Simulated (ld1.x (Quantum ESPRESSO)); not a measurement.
# PBEsol TM dataset for Ho (Z = 67), scalar-relativistic all-electron reference.

```
Element                 : holmium (Ho)
Generator               : ld1.x (Quantum ESPRESSO) 7.5
Type                    : norm-conserving Troullier–Martins (Kleinman–Bylander form)
Functional              : PBEsol
Relativity              : scalar-relativistic
Frozen core             : [Kr] 4d10 5s2
Valence charge          : 19
Reference configuration : 4f10 5p6 5d1 6s2 6p0
Partial waves           : 6s (bound): rc 3.25 bohr; 5p (bound): rc 2.35 bohr; 5d (bound): rc 2.25 bohr; 4f (bound): rc 1.35 bohr
Local potential         : all-electron potential smoothed inside 2.90 bohr (lloc = -1)
Core correction         : a·sin(br)/r model core inside 0.80 bohr
```

All-electron outer shells of the reference configuration (PBEsol, scalar-relativistic, ld1.x):

| shell | level (eV) | outermost node (bohr) | outermost maximum (bohr) |
| --- | --- | --- | --- |
| 4d | -166.19 | 0.25 | 0.52 |
| 5s | -54.44 | 0.61 | 1.13 |
| 5p | -29.15 | 0.66 | 1.28 |
| 4f | -9.39 | – | 0.52 |
| 6s | -4.36 | 1.52 | 3.22 |
| 5d | -2.22 | 0.74 | 1.91 |
| 6p | -1.31 | 1.84 | 4.41 |

Calculated quality:

```
Cutoffs needed      : 230 Ry and over 300 Ry (the cutoffs (Ry, on a coarse ladder) from which the occupation-weighted sum of valence levels, in a spherical-Bessel basis at the reference potential, stays within 10 and 1 mRy of its value at 400 Ry)
Ghost test          : no extra level below or beside the all-electron valence levels (s, p, d, f tested) (spherical-Bessel basis up to 400 Ry, 20 bohr box)
Configuration tests : 2 of 7 tests not solved or not reliable; not counted: 4f11 5p6 5d0 6s2 6p0 (solver errors, printed error -3468 eV); 4f11 5p6 5d0.5 6s1.5 6p0 (solver errors, printed error -3654 eV)
```

Generation and tests took about 3 s on one core of a shared server CPU.
